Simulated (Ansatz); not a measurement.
Geometry optimisation, RKS B3LYP/6-31G* in Ansatz.

Input file:

```yaml
crystal:
  periodic: [false, false, false]
  atoms:
    - { symbol: C, position_ang: [-0.79258, 1.75108, 0.53874] }
    - { symbol: S, position_ang: [-0.18121, 0.67743, 1.57004] }
    - { symbol: O, position_ang: [0.32624, -0.53829, 0.7888] }
    - { symbol: Si, position_ang: [0.63386, -1.44491, -0.65427] }
    - { symbol: H, position_ang: [-1.1822, 2.66818, 0.9487] }
    - { symbol: H, position_ang: [-0.84097, 1.62832, -0.5304] }
    - { symbol: H, position_ang: [1.91979, -2.00092, -0.2763] }
    - { symbol: H, position_ang: [-0.53937, -2.30569, -0.6755] }
    - { symbol: H, position_ang: [0.65644, -0.4352, -1.70981] }
total_charge: 1
basis:
  gaussian: { orbitals: "6-31G*" }
hamiltonian:
  xc: b3lyp
relax:
  f_tol: 0.015
  max_steps: 40
```

Command:

```bash
$ ansatz run input.yaml --threads 1 --pin off --max-ram 2048MiB --backend cpu --events-out ev --progress --plain --runs-dir out
```

Question: Where does it end, and by what steps?

Answer: It converged. Limits of this set-up: the dipole of an ion depends on the origin. After 26 steps the energy has fallen by 0.136 eV; H8 moved furthest, 0.61 Å.

| step | energy less start (eV) | largest force component (eV/Å) | accepted |
| --- | --- | --- | --- |
| 0 | 0.0000 | 0.694 | yes |
| 1 | -0.0833 | 0.519 | yes |
| 2 | -0.0961 | 0.245 | yes |
| 3 | -0.1019 | 0.539 | yes |
| 4 | -0.1163 | 0.095 | yes |
| 5 | -0.1219 | 0.127 | yes |
| 6 | -0.1226 | 0.147 | yes |
| 7 | -0.0982 | 0.716 | no |
| 8 | -0.1266 | 0.075 | yes |
| 9 | -0.1263 | 0.050 | no |
| 10 | -0.1280 | 0.018 | yes |
| 11 | -0.1294 | 0.035 | yes |
| 12 | -0.1310 | 0.047 | yes |
| 13 | -0.1315 | 0.112 | yes |
| 14 | -0.1327 | 0.107 | yes |
| 15 | -0.1324 | 0.066 | no |
| 16 | -0.1335 | 0.048 | yes |
| 17 | -0.1322 | 0.234 | no |
| 18 | -0.1339 | 0.029 | yes |
| 19 | -0.1342 | 0.071 | yes |
| 20 | -0.1346 | 0.085 | yes |
| 21 | -0.1349 | 0.044 | yes |
| 22 | -0.1351 | 0.038 | yes |
| 23 | -0.1354 | 0.024 | yes |
| 24 | -0.1355 | 0.029 | yes |
| 25 | -0.1355 | 0.023 | yes |
| 26 | -0.1356 | 0.013 | yes |

```xyz
9
Properties=species:S:1:pos:R:3
C -0.920 1.608 0.502
S 0.061 0.858 1.541
O 0.704 -0.435 0.927
Si 0.678 -1.328 -0.605
H -1.391 2.515 0.885
H -1.138 1.284 -0.514
H 1.624 -2.415 -0.326
H -0.730 -1.736 -0.786
H 1.112 -0.351 -1.624
```

Whether the end is a true minimum wasn't checked by a vibrational analysis.

The run took 91 s on 1 thread of Arm Neoverse V2, on a shared host, peak memory 0.15 GiB.
